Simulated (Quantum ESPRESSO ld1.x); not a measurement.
Values are calculated unless marked as measured or tabulated.
Q: Species: the argon ion Ar3+. Configuration: [Ne] 3s2 3p2 6s1 (not the ground configuration). Level of theory: scalar-relativistic Kohn-Sham, LDA (Slater exchange, Perdew-Zunger correlation), spin-polarised, spherical densities, point nucleus; open shells are filled with parallel spins first (ld1.x of Quantum ESPRESSO 7.5). Some entries of the table are withheld. Estimate them.

orbital,occ.,eigenvalue (hartree),r(max) (bohr)
1s up,1,-116.761,0.05621
1s down,1,-116.738,0.05620
2s up,1,-13.2283,0.3389
2s down,1,-13.2035,0.3390
2p up,3,-10.8155,(1)
2p down,3,-10.7851,(2)
3s up,1,(3),1.113
3s down,1,(4),1.113
3p up,2,-2.31227,1.163
3p down,0,-2.20230,1.166
6s up,1,(5),9.084
6s down,0,(6),9.252

A: 
(1) 2p up r(max) (bohr): 0.2798
(2) 2p down r(max) (bohr): 0.2800
(3) 3s up eigenvalue (hartree): -2.89920
(4) 3s down eigenvalue (hartree): -2.78490
(5) 6s up eigenvalue (hartree): -0.32331
(6) 6s down eigenvalue (hartree): -0.30226
